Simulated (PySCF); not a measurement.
H₆O₂Si₂, SMILES O[SiH2][SiH2]O, CAM-B3LYP/def2-SVP optimised geometry.

```
10

O      2.09    -1.12     0.00
Si     0.42    -1.12     0.00
Si    -0.38     1.08     0.00
O     -2.04     0.99    -0.13
H      2.54    -0.74    -0.76
H     -0.13    -1.85    -1.18
H      0.01    -1.83     1.24
H      0.03     1.81     1.24
H      0.22     1.85    -1.14
H     -2.54     1.81    -0.11
```

Density from CAM-B3LYP/def2-TZVP (PySCF) at that geometry.

Minimum of the electron density along straight lines between bonded atoms, close to the bond critical point (lines longer than 1.1 times the sum of covalent radii, or with two minima, are not listed):

| bond | length / Å | ρ at the minimum / e bohr⁻³ | ∇²ρ there / e bohr⁻⁵ | position (fraction from the first atom) |
|---|---|---|---|---|
| O1–Si2 | 1.671 | 0.131 | 0.73 | 0.59 |
| Si2–Si3 | 2.344 | 0.101 | -0.19 | 0.48 |
| Si3–O4 | 1.670 | 0.131 | 0.74 | 0.41 |
| O1–H5 | 0.962 | 0.353 | -2.38 | 0.81 |
| Si2–H6 | 1.494 | 0.121 | 0.13 | 0.49 |
| Si2–H7 | 1.484 | 0.124 | 0.14 | 0.49 |
| Si3–H8 | 1.495 | 0.121 | 0.13 | 0.49 |
| Si3–H9 | 1.498 | 0.120 | 0.14 | 0.49 |
| O4–H10 | 0.963 | 0.352 | -2.38 | 0.81 |
